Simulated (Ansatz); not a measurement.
`C[SiH2]CCF` + `[OH][SnH3]` → `FC[O][SnH3]` + `C[SiH2]C` at 600 K and 1 bar (substitution at a C–C bond).

Calculated with Ansatz (gas phase, PBE0-D4/def2-TZVP geometries, no zero-point term in ΔE). CCSD(T)/CBS is the MP2 limit (def2-TZVPP, def2-QZVPP) plus CCSD(T) − MP2 in def2-TZVPP, frozen cores. Elements past krypton have def2 core potentials. For Sn outer-core shells are correlated without core-valence functions, which leaves a few kJ/mol of doubt a bond. One conformer a species, not always the lowest.

| species | CCSD(T)/CBS energy (Eh) | H − E (kJ/mol) | S (J/(mol·K)) |
| --- | --- | --- | --- |
| `C[SiH2]CCF` | -508.45493 | 364.5 | 462.8 |
| `[OH][SnH3]` | -291.59405 | 126.1 | 344.5 |
| `FC[O][SnH3]` | -430.03212 | 198.5 | 420.7 |
| `C[SiH2]C` | -370.01595 | 290.4 | 379.7 |

H − E and S are ideal-gas, rigid-rotor, harmonic terms from PBE0-D4/def2-TZVP, for one conformer and one mirror image of each species. 1 Eh = 2625.50 kJ/mol, R = 8.31446 J/(mol·K).

By hand: ΔE, ΔH, ΔS and ΔG.

ΔE = (-430.03212) + (-370.01595) − (-508.45493) − (-291.59405) = 0.00091 Eh = 2.4 kJ/mol. Δ(H − E) = 198.5 + 290.4 − 364.5 − 126.1 = -1.7, so ΔH = 0.7 kJ/mol. ΔS = 420.7 + 379.7 − 462.8 − 344.5 = -6.9 J/(mol·K). ΔG = 0.7 − 600 × (-6.9)/1000 = 4.8 kJ/mol.

By hand: the equilibrium constant, and the temperature at which ΔG would vanish if ΔH and ΔS stayed fixed.

log₁₀ K = −ΔG/(RT ln 10) = -0.4. ΔH and −TΔS have one sign here, so there is no such temperature. One of them is within its doubt of zero, so this could turn.

TΔS isn't small against ΔH here. The sign of ΔG lies within the doubt. A doubt of 5 kJ/mol in ΔE shifts log₁₀ K by 0.4 here. Other conformers and mirror images would add mixing entropy, several J/(mol·K) or more a flexible species. Modes under 60 cm⁻¹, often nearly free rotors, make the harmonic entropy too high. These are equilibria of isolated gas molecules and say nothing of rates. Largest T1 diagnostic: 0.014 (customary marks: 0.02 for closed shells, 0.045 for open ones).
